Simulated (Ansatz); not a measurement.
`[AlH2][C]#C[O][SbH2]` + H–F → `FC#[C][AlH2]` + `[OH][SbH2]` at 400 K and 1 bar (substitution at a C–O bond).

Program: Ansatz. Geometries: PBE0-D4/def2-TZVP. ΔE: electronic, gas phase. CCSD(T)/CBS adds triple-zeta CCSD(T) − MP2 to the extrapolated MP2 energy (def2 sets, frozen cores). This one scheme is used for every species. Elements past krypton have def2 core potentials. For Sb outer-core shells are correlated without core-valence functions, which leaves a few kJ/mol of doubt a bond.

```json
{"species": "`[AlH2][C]#C[O][SbH2]`", "CCSD(T)/CBS energy (Eh)": "-635.62561", "H − E (kJ/mol)": "144.0", "S (J/(mol·K))": "427.1"}
{"species": "H–F", "CCSD(T)/CBS energy (Eh)": "-100.39570", "H − E (kJ/mol)": "36.5", "S (J/(mol·K))": "182.2"}
{"species": "`FC#[C][AlH2]`", "CCSD(T)/CBS energy (Eh)": "-419.01167", "H − E (kJ/mol)": "91.1", "S (J/(mol·K))": "321.5"}
{"species": "`[OH][SbH2]`", "CCSD(T)/CBS energy (Eh)": "-316.98030", "H − E (kJ/mol)": "89.2", "S (J/(mol·K))": "295.3"}
```

H − E and S are ideal-gas, rigid-rotor, harmonic terms from PBE0-D4/def2-TZVP. 1 Eh = 2625.50 kJ/mol, R = 8.31446 J/(mol·K).

Question: By hand: ΔE, ΔH, ΔS and ΔG.

Answer: ΔE = (-419.01167) + (-316.98030) − (-635.62561) − (-100.39570) = 0.02934 Eh = 77.0 kJ/mol. Δ(H − E) = 91.1 + 89.2 − 144.0 − 36.5 = -0.2, so ΔH = 76.8 kJ/mol. ΔS = 321.5 + 295.3 − 427.1 − 182.2 = 7.5 J/(mol·K). ΔG = 76.8 − 400 × (7.5)/1000 = 73.8 kJ/mol.

Question: By hand: the equilibrium constant, and the temperature at which ΔG would vanish if ΔH and ΔS stayed fixed.

Answer: log₁₀ K = −ΔG/(RT ln 10) = -9.6. ΔG = 0 at ΔH/ΔS = 10240 K, far beyond where these terms or the molecules hold.

The number of gas molecules stays the same, so ΔS is small and ΔH decides. A doubt of 5 kJ/mol in ΔE shifts log₁₀ K by 0.7 here. Modes under 60 cm⁻¹, often nearly free rotors, make the harmonic entropy too high. These are equilibria of isolated gas molecules and say nothing of rates. Largest T1 diagnostic: 0.015 (customary marks: 0.02 for closed shells, 0.045 for open ones).
